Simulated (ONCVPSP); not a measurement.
Before and after: ONCV potential for Al (Z = 13)

- Element: Al
- Generator: ONCVPSP 4.0.1
- Type: optimised norm-conserving Vanderbilt (ONCV)
- Functional: PBEsol
- Relativity: non-relativistic
- Frozen core: [He]
- Valence charge: 11
- Reference configuration: 2s2 2p6 3s2 3p1
- Partial waves: 2s+3s: rc 1.25 bohr, ncon 4, nbas 7, qcut 8.1 1/bohr, 2 projectors; 2p+3p: rc 1.10 bohr, ncon 5, nbas 8, qcut 14.7 1/bohr, 2 projectors; d scattering state at 0.28 Ha: rc 1.25 bohr, ncon 4, nbas 7, qcut 6.5 1/bohr, 2 projectors, debl 2.4 Ha
- Local potential: polynomial inside 0.75 bohr (lpopt 5, dvloc0 0 Ha)
- Core correction: Teter function, fcfact 2.75, rcfact 1.45

Change: p: ncon 4, nbas 7.

Cutoffs: the cutoffs (Ha) at which the residual kinetic energy of the hardest occupied pseudo-wave falls to 1 and 0.1 mHa per electron; they do not see the model core or the augmentation charge, which bear on the density cutoff. Errors are all-electron minus pseudo energies relative to the spin-unpolarised reference configuration.

Problem. How do hardness, ghosts and transferability respond?

Solution. The potential gets neither clearly harder nor softer (81 Ha and 92 Ha → 75 Ha and 85 Ha); the errors of the 3 common tests hardly move; neither file shows a bound ghost.

| quantity | base | changed |
| --- | --- | --- |
| cutoff, loose | 81 Ha | 75 Ha |
| cutoff, tight | 92 Ha | 85 Ha |
| loose cutoff by channel | s 25 Ha, p 81 Ha | s 25 Ha, p 75 Ha |
| bound ghosts | none | none |
| GHOST(+) flags under 300 eV | none | none |
| tests with a reliable result | 3 of 4 | 3 of 4 |
| error for 2s2 2p6 3s2 3p0, meV [ΔE 5.75 eV] | +0.3 | +0.3 |
| error for 2s2 2p6 3s1 3p0, meV [ΔE 24.88 eV] | -0.4 | -0.4 |
| error for 2s2 2p6 3s1 3p1, meV [ΔE 11.50 eV] | -0.4 | -0.5 |
| s: phases at 1.27 bohr within 0.05 rad from the reference energy up to (Ha; the scan ends near 5) | to the end of the scan | to the end of the scan |
| p: phases at 1.12 bohr within 0.05 rad from the reference energy up to (Ha; the scan ends near 5) | to the end of the scan | to the end of the scan |
| d: phases at 1.27 bohr within 0.05 rad from the reference energy up to (Ha; the scan ends near 5) | to the end of the scan | to the end of the scan |
| rms error of d²Exc/dni dnj with the model core, mHa | 1.25 | 1.17 |
